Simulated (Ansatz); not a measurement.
`C=[CH][GaH2]` + H₂ → `[GaH3]` + `C=C` at 400 K and 1 bar (hydrogenolysis of a Ga–C bond).

Computed with Ansatz on PBE0-D4/def2-TZVP structures; ΔE is electronic, products minus reactants. CCSD(T)/CBS adds triple-zeta CCSD(T) − MP2 to the extrapolated MP2 energy (def2 sets, frozen cores). This one scheme is used for every species. For Ga outer-core shells are correlated without core-valence functions, which leaves a few kJ/mol of doubt a bond. Scalar relativity is left out up to krypton.

```tsv
species	CCSD(T)/CBS energy (Eh)	H − E (kJ/mol)	S (J/(mol·K))
`C=[CH][GaH2]`	-2003.00582	168.4	322.2
H₂	-1.17544	38.0	139.0
`[GaH3]`	-1925.70545	64.2	231.8
`C=C`	-78.48111	149.4	232.7
```

H − E and S are ideal-gas, rigid-rotor, harmonic terms from PBE0-D4/def2-TZVP. The MP2-based limit puts H₂ 0.8 mEh under its directly extrapolated value; such offsets cancel only in part. 1 Eh = 2625.50 kJ/mol, R = 8.31446 J/(mol·K).

Task: By hand: ΔE, ΔH, ΔS and ΔG.

Result: ΔE = (-1925.70545) + (-78.48111) − (-2003.00582) − (-1.17544) = -0.00530 Eh = -13.9 kJ/mol. Δ(H − E) = 64.2 + 149.4 − 168.4 − 38.0 = 7.2, so ΔH = -6.7 kJ/mol. ΔS = 231.8 + 232.7 − 322.2 − 139.0 = 3.3 J/(mol·K). ΔG = -6.7 − 400 × (3.3)/1000 = -8.0 kJ/mol.

Task: By hand: the equilibrium constant, and the temperature at which ΔG would vanish if ΔH and ΔS stayed fixed.

Result: log₁₀ K = −ΔG/(RT ln 10) = 1.0. ΔH and −TΔS have one sign here, so there is no such temperature. One of them is within its doubt of zero, so this could turn.

The number of gas molecules stays the same, so ΔS is small and ΔH decides. A doubt of 5 kJ/mol in ΔE shifts log₁₀ K by 0.7 here. These are equilibria of isolated gas molecules and say nothing of rates. Largest T1 diagnostic: 0.013 (customary marks: 0.02 for closed shells, 0.045 for open ones).
